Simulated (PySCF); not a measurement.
**Computed spin Hamiltonian**

Species: C7H11O (doublet state).
Z-matrix (Å and degrees, GFN2-xTB geometry), rows numbered from 1:
```
C 
C   1  1.3228
C   2  1.5070  1  124.76
C   3  1.4805  2  104.68  1   -88.99
C   4  1.4746  3  121.77  2   -94.71
C   3  1.5448  2  117.28  1    42.95
C   6  1.5281  3   84.49  2   117.75
O   7  1.4252  6   92.29  3    -1.84
H   1  1.0775  2  121.98  3    -2.87
H   1  1.0763  2  121.62  3   176.54
H   2  1.0805  1  121.86  3  -176.32
H   4  1.0772  3  116.90  2    73.36
H   5  1.0874  4  109.66  3   -16.14
H   5  1.0925  4  110.73  3  -137.07
H   5  1.0962  4  111.61  3   104.36
H   6  1.0866  3  114.85  2  -126.47
H   6  1.0862  3  114.45  2     2.94
H   7  1.0945  6  115.25  3   113.16
H   7  1.0940  6  115.69  3  -117.13
```

The hyperfine couplings belong to this conformer and change with its torsions.

The species is `C=C[C@@]1([CH]C)CCO1` [radical].

Computed, not measured: PySCF, UKS B3LYP, pcH-1 on C H O, non-relativistic, mean-field spin-orbit, GIAO. The structure is a single GFN2-xTB conformer in the gas phase; no vibrational or solvent corrections. Couplings are sensitive to structure, and on GFN2-xTB geometries they can be far from those on DFT ones. The SCF solution wasn't tested for stability.

```
g1, g2, g3                      : 2.00218, 2.00264, 2.00298
g_iso                           : 2.00260
Form of g                       : rhombic: the two nearest values differ by 43 % of g3 − g1
⟨S²⟩                            : 0.7555 (exact 0.7500)
α and β electrons               : 31, 30
HOMO–LUMO gap, α and β orbitals : 5.23, 5.49 eV
Total energy                    : -348.49723 Eh
```

Isotropic coupling and dipolar principal values T1 to T3, in mT; ρ(0) is the spin density at the nucleus (MHz turned into mT with g_iso):

```
atom  isotope  a_iso     T1     T2    T3  Mulliken spin population  ρ(0) (bohr⁻³)
  C1      13C   0.27  -0.31  -0.27  0.58                      0.11         0.0067
  C2      13C   1.90  -0.38  -0.02  0.40                     -0.03         0.0473
  C3      13C  -1.09  -0.08   0.00  0.08                     -0.06        -0.0271
  C4      13C   3.33  -2.83  -2.79  5.62                      0.98         0.0830
  C5      13C  -1.15  -0.09   0.01  0.08                     -0.09        -0.0287
  C6      13C   1.05  -0.14  -0.13  0.27                      0.03         0.0261
  C7      13C  -0.10  -0.02  -0.01  0.03                      0.00        -0.0025
  O8      17O  -0.04  -0.09   0.03  0.06                      0.00         0.0017
  H9       1H  -0.19  -0.11  -0.01  0.12                      0.00        -0.0012
 H10       1H  -0.13  -0.17  -0.04  0.20                      0.00        -0.0008
 H11       1H   0.03  -0.12  -0.07  0.19                      0.00         0.0002
 H12       1H  -2.05  -1.32  -0.03  1.35                     -0.04        -0.0128
 H13       1H   0.24  -0.17  -0.14  0.31                      0.00         0.0015
 H14       1H   3.21  -0.18  -0.15  0.33                      0.03         0.0201
 H15       1H   4.92  -0.18  -0.11  0.29                      0.06         0.0308
 H16       1H  -0.05  -0.18  -0.06  0.25                      0.00        -0.0003
 H17       1H   0.10  -0.11  -0.03  0.14                      0.00         0.0006
 H18       1H   0.03  -0.06  -0.05  0.11                      0.00         0.0002
 H19       1H   0.04  -0.04  -0.03  0.07                      0.00         0.0002
```

The Mulliken spin populations are largest on C4 (+0.98), C1 (+0.11) and C5 (-0.09). C4 is the only atom above +0.15. The angles at C4 add up to 358.9°, so it is planar; its axial dipolar tensor and the negative coupling of its proton fit spin in a p orbital normal to that plane.

Under fast tumbling the dipolar parts average out, and these isotropic splittings remain (the largest six): 3 × 1H (H13/H14/H15, I = 1/2, 4 lines) with 2.79 mT, 1 × 1H (H12, I = 1/2, 2 lines) with 2.05 mT, 1 × 1H (H9, I = 1/2, 2 lines) with 0.19 mT, 1 × 1H (H10, I = 1/2, 2 lines) with 0.13 mT, 1 × 1H (H17, I = 1/2, 2 lines) with 0.10 mT and 1 × 1H (H16, I = 1/2, 2 lines) with 0.05 mT.

Means are taken over nuclei equivalent by connectivity, which assumes that they swap fast. The three 1H nuclei of mean +78.1 MHz run from 6.7 to 137.8 MHz in the frozen geometry.

The 13C coupling of C4 (93.3 MHz) shows only in satellite lines or after enrichment, since that isotope makes up about 1.07 % of natural carbon.

Hardware: an Arm Neoverse V2 with one thread (shared host). Cost: 79 s (grids of density and orbitals included), 0.97 GiB resident at most.
